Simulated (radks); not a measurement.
Values are calculated unless marked as measured or tabulated.
Initial-state core-level shifts of the bromine ion Br2+ when its valence configuration changes from [Ar] 3d10 4s2 4p3. Code: a radial shooting solver on a logarithmic mesh with Libxc functionals. Model: Dirac Kohn-Sham, BLYP, spin-unpolarised, spherical densities, finite nucleus; open shells are shared between the two j in proportion to 2j + 1; Fermi nuclear charge, rms radius 4.1629 fm. Shifts are changes of the shell-averaged eigenvalues in eV (positive: less bound); the change of the density at the nucleus, which sets a Mossbauer isomer shift, is in e/bohr^3, on a base of 4.439e+04.

valence                1s       2p       3s       3p  density at nucleus
3d10 4p5           -3.114   -3.026   -3.081   -3.062             -80.159
3d10 4s1 4p4       -1.582   -1.537   -1.562   -1.553             -39.418
3d8 4s2 4p5       -33.076  -36.375  -27.595  -27.171             +38.943
3d9 4s1 4p5       -17.604  -19.146  -15.131  -14.900             -24.754
3d8 4s1 4p6       -34.443  -37.721  -28.959  -28.526              -8.854
3d9 4s2 4p4       -16.133  -17.707  -13.673  -13.451             +18.848
3d9.5 4s2 4p3.5    -7.965   -8.732   -6.803   -6.690              +9.264
3d10 4s1.5 4p3.5   -0.797   -0.775   -0.787   -0.782             -19.539
3d8.5 4s1.5 4p5   -25.219  -27.623  -21.314  -20.984              +6.045
